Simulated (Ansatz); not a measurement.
```yaml
crystal:
  periodic: [true, true, true]
  atoms:
    - {symbol: O, position_ang: [2.158247, 1.029252, -1.678993]}
    - {symbol: B, position_ang: [0.934658, 0.262850, -1.264958]}
    - {symbol: O, position_ang: [0.339510, 0.278935, 0.125156]}
    - {symbol: Si, position_ang: [-1.160817, -0.624693, 0.756603]}
    - {symbol: H, position_ang: [2.594151, 1.612522, -0.876495]}
    - {symbol: H, position_ang: [-1.324136, -0.185702, 2.347150]}
    - {symbol: H, position_ang: [-2.505976, -0.172175, -0.105485]}
    - {symbol: H, position_ang: [-0.932373, -2.264940, 0.634413]}
basis:
  gaussian: {orbitals: def2-TZVPD}
magnetization: {spin_polarized: true, initial_magnetization: 1}
hamiltonian: {xc: {name: PBE-QIDH}}
accuracy: high
output: {forces: true}
```

```sh
$ ansatz run in.yaml --threads 2 --pin off --events-out ev --progress --plain --max-ram 32768MiB --backend cpu
```

Q: How does Ansatz answer? (Best estimate.)

A: Ansatz gave: The input was rejected before any iteration.
```
Error: YAML parse error: error: line 2 column 3: crystal: missing field `lattice` (a structure is typed as `lattice` and `atoms`, a molecule's as `atoms` in Å alone, or read from a run's directory, `checkpoint`)
 --> <input>:2:3
1 | crystal:
2 |   periodic: [true, true, true]
3 |   atoms:
4 |     - {symbol: O, position_ang: [2.158247, 1.029252, -1.678993]}
```
